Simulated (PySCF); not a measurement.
CaSi⁻: from constants to spectrum

UHF-CCSD(T) constants of CaSi⁻, ⁴Σ⁻ (quartet), unpaired electrons σ ↑, π ↑↑ (basis Ca aug-pcseg-1, Si aug-pcseg-1; no relativity; PySCF 2.14; masses 39.9626 and 27.9769 u):

* ωe: 191.3 cm⁻¹
* ωexe: 1.3 cm⁻¹
* Be: 0.10756 cm⁻¹
* αe: 0.000899 cm⁻¹
* D (centrifugal): 1.36e-07 cm⁻¹
* De to Ca + Si⁻: 1.15 eV

Give the vibrational terms G(v) and spacings up to v = 3.

G(v) = ωe(v+½) − ωexe(v+½)².

```tsv
v	G(v) (cm⁻¹)	G(v) − G(v−1)	Bv (cm⁻¹)
0	95		0.1071
1	284	189	0.1062
2	470	186	0.1053
3	654	184	0.1044
```

How well does the Morse estimate ωe²/(4ωexe) reproduce De, and what is D0?

It gives 0.87 eV, 76 % of the computed De. D0 = De − G(0) = 1.15 − 0.01 = 1.14 eV.

Correlated steps freeze 10 core orbitals. Correlated levels converge slowly with the basis: in double zeta they bind strong bonds too weakly, by up to about 1 eV, and carry superposition errors of some tenths. For an ion De counts to the pair picked by the measured ionisation energies or electron affinities, which need not be the lowest pair at this level. The state is the lowest determinant that a PBE0 search found; another state may lie lower at other levels.
